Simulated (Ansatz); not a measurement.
Molecule: CH9Si3 (charge 0, doublet). SMILES: C[Si]([SiH3])[SiH3]
Coordinates optimised at B3LYP-D3(BJ)/def2-TZVP (Ansatz, an electronic-structure program):
```xyz
13

C      0.0900     2.1676    -0.4354
Si     0.0311     0.2774    -0.5219
Si     1.9230    -0.7481     0.3796
Si    -1.9932    -0.6185     0.2150
H      1.0073     2.5498    -0.8858
H      0.0575     2.5050     0.6041
H     -0.7590     2.6083    -0.9600
H      2.1113    -0.4271     1.8203
H      3.1408    -0.3020    -0.3432
H      1.7987    -2.2195     0.2439
H     -2.2800    -0.2818     1.6357
H     -1.9554    -2.0953     0.0861
H     -3.1140    -0.0950    -0.6061
```
Charge 0, spin multiplicity 2.

Quantity: atomisation energy, in kcal/mol. Conventions: valence correlation only; 6-31G* and kin with 6d, 5d where marked; LANL2DZ with its own core potentials from Na on; no dispersion term unless named; 6-311+G** with 5d, 6d on Na to Ar in Ansatz; no spin-orbit coupling; atomisation electronic, to ground-state atoms; UHF or UKS for open shells; non-relativistic. CBS marks a two-point X^-3 extrapolation of the correlation energy; Hartree-Fock from the larger set. Ab initio and DFT rows: single points at B3LYP-D3(BJ) geometries (Ansatz).

Coupled cluster (Ansatz) is a level with limits of its own, used here on species with T1 under 0.025 (0.045 for open shells) and stable references: CCSD(T)/CBS(cc-pV(T+d)Z,cc-pV(Q+d)Z).

Value to compare with, CCSD(T)/CBS(cc-pV(T+d)Z,cc-pV(Q+d)Z) (Ansatz): 961.4 kcal/mol.

```json
[
 {"level": "B3LYP/STO-3G", "program": "Ansatz", "atomisation energy (kcal/mol)": "1288.9", "difference": "327.5"},
 {"level": "B3LYP/3-21G", "program": "Ansatz", "atomisation energy (kcal/mol)": "910.9", "difference": "-50.5"},
 {"level": "B3LYP/LANL2DZ", "program": "Ansatz", "atomisation energy (kcal/mol)": "927.9", "difference": "-33.5"},
 {"level": "B3LYP/6-31G", "program": "Ansatz", "atomisation energy (kcal/mol)": "894.3", "difference": "-67.1"},
 {"level": "B3LYP/6-31G*", "program": "Ansatz", "atomisation energy (kcal/mol)": "942.0", "difference": "-19.4"},
 {"level": "B3LYP/6-31+G*", "program": "Ansatz", "atomisation energy (kcal/mol)": "940.3", "difference": "-21.1"},
 {"level": "B3LYP/6-31G**", "program": "Ansatz", "atomisation energy (kcal/mol)": "949.1", "difference": "-12.3"},
 {"level": "B3LYP/def2-SVP", "program": "Ansatz", "atomisation energy (kcal/mol)": "945.0", "difference": "-16.4"},
 {"level": "B3LYP/cc-pVDZ", "program": "Ansatz", "atomisation energy (kcal/mol)": "927.9", "difference": "-33.5"},
 {"level": "B3LYP/6-311+G**", "program": "Ansatz", "atomisation energy (kcal/mol)": "939.7", "difference": "-21.7"},
 {"level": "B3LYP/def2-TZVPD", "program": "Ansatz", "atomisation energy (kcal/mol)": "948.9", "difference": "-12.5"}
]
```

Among the 10 habitual levels, B3LYP/STO-3G lies farthest from CCSD(T)/CBS(cc-pV(T+d)Z,cc-pV(Q+d)Z) (Ansatz) (327.5 kcal/mol) and B3LYP/6-31G** nearest (-12.3); 1 of 10 lie above it, and their mean absolute difference is 60.3 kcal/mol, the median 27.6. One case shows no general order.

The sets are all those run for this method; left out are runs that failed, that the program found above a lower state of the same kind, or whose <S^2> lies over 0.5 above the pure value.
